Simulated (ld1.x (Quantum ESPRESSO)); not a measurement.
Configuration tests for chlorine (TM)

Cl, norm-conserving Troullier–Martins (Kleinman–Bylander form), made with ld1.x (Quantum ESPRESSO) 7.5 (PBEsol, scalar-relativistic). Core [He], reference 2s2 2p6 3s2 3p5. Waves: 2p (bound): rc 0.65 bohr; 3d channel at 0.05 Ry: rc 0.60 bohr; 2s (bound): rc 0.45 bohr. Local part: the s channel. Core correction: none.

Occupied shells without a wave of their own: 3p, 3s. They enter only through the test configuration that unscreens the potential.

Energies are relative to the spin-unpolarised reference configuration 2s2 2p6 3s2 3p5; without spin polarisation the order of configurations can differ from experiment. The frozen-core shift is the all-electron ΔE with the core orbitals held at their reference shape minus the fully relaxed ΔE.

```tsv
valence configuration	charge	ΔE all-electron (eV)	error AE − PS (meV)	frozen-core shift (meV)
2s2 2p6 3s2 3p4	+1	13.835	+254	0.0
2s2 2p6 3s2 3p3	+2	39.233	+620	0.0
2s2 2p6 3s2 3p2	+3	77.488	+1111	0.0
2s2 2p6 3s1 3p5	+1	26.505	-150	0.0
2s2 2p6 3s1 3p6	0	12.114	-368	+0.1
2s2 2p6 3s2 3p4.5	+0.5	5.564	+113	0.0
```

Task: What are ΔE and the potential's error for 2s2 2p6 3s2 3p1?

Result: ΔE = 129.682 eV all-electron; the error (AE − PS) is +1745 meV.

Levels in the configuration 2s2 2p6 3s2 3p2:

```tsv
level	all-electron (eV)	pseudo (eV)
2s	-297.056	-296.537
2p	-236.464	-235.844
3s	-58.785	-58.737
3p	-45.062	-44.501
```

The 3p, 3s levels have no wave, so the channel is fitted at the deeper level alone: the likely source of the large errors.

A Bessel basis up to 400 Ry misses an occupied level by 0.02 Ry, so cutoffs and ghosts were not judged.
